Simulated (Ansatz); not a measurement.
Mulliken charges of FI (`FI`) from ωB97M-V/def2-TZVPP in Ansatz (PBE0-D4/def2-TZVP geometry).

| atom | x (Å) | y (Å) | z (Å) | charge (e) |
| --- | --- | --- | --- | --- |
| F1 | 0.000 | 0.000 | 0.003 | -0.356 |
| I2 | 0.000 | 0.000 | 1.907 | 0.356 |

Task: By hand: the dipole of these point charges (1 e Å = 4.8032 D).

Result: Σ q r = (0.000, 0.000, 0.678) e Å, of length 0.678 e Å = 3.26 D.

Task: How does the dipole of the full density compare? (Estimate.)

Result: Ansatz gave: (0.000, 0.000, 0.420) e Å, 2.02 D; the point charges give 1.61 times that, at 0° from its direction.

Point charges leave out the atoms' own dipoles, such as those of lone pairs, and Mulliken's split depends on the basis, so the two needn't agree.
